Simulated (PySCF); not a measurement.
# Bond lengths and vibrations by method: AlBClH2O anion

Calculated results; nothing here was measured. The program is PySCF 2.14.0, an open-source quantum chemistry code, run on an isolated molecule that a program drew, which may never have been made. The molecule is AlBClH2O anion (charge -1, singlet), drawn as the SMILES string `[O]=[Al][BH2-]Cl`.

The geometry was optimised and harmonic frequencies were computed with HF and MP2, all in the aug-cc-pV(D+d)Z basis, for the commonest isotopes, with a restricted reference for singlets and an unrestricted one otherwise, and a frozen core in MP2. Each result is a local minimum of its method.

Geometry at the HF minimum:
```xyz
6
AlBClH2O anion, angstrom
O     3.0571    2.2237   -2.1155
Al    2.5978    0.6963   -2.2427
B     1.9882   -1.3795   -2.4937
Cl    1.4430   -2.0480   -0.7325
H     1.0315   -1.4282   -3.2362
H     2.9360   -2.0313   -2.8755
```

Lengths of the bonds as drawn, in Å (atoms numbered as above):
| bond | HF | MP2 |
|---|---|---|
| O1-Al2 | 1.600 | 1.659 |
| Al2-B3 | 2.178 | 2.166 |
| B3-Cl4 | 1.961 | 1.925 |
| B3-H5 | 1.212 | 1.219 |
| B3-H6 | 1.212 | 1.219 |

Rotational constants, in GHz:
| constant | HF | MP2 |
|---|---|---|
| A | 16.97 | 17.53 |
| B | 1.597 | 1.576 |
| C | 1.477 | 1.464 |

Harmonic frequencies in cm^-1, each column in rising order, so a row needn't be the same motion in every method:
| rank | HF | MP2 |
|---|---|---|
| 1 | 87 | 80 |
| 2 | 167 | 142 |
| 3 | 244 | 222 |
| 4 | 448 | ? |
| 5 | 513 | 560 |
| 6 | 608 | 579 |
| 7 | 926 | 887 |
| 8 | 1030 | 948 |
| 9 | 1119 | 971 |
| 10 | 1217 | 1147 |
| 11 | 2520 | 2473 |
| 12 | 2565 | 2526 |

**Estimate the missing MP2 frequency from the HF column.**

A single factor s that minimises the squared misfit of MP2 against s times HF over the other rows is sum(HF x MP2) / sum(HF^2) = 0.9676, with an rms misfit of 46 cm^-1. For rank 4 it gives 0.9676 x 448 = 433 cm^-1. The calculation gives 441 cm^-1, 8 cm^-1 above the estimate. The drawn bonds are on average 0.5 % longer in MP2 than in HF.
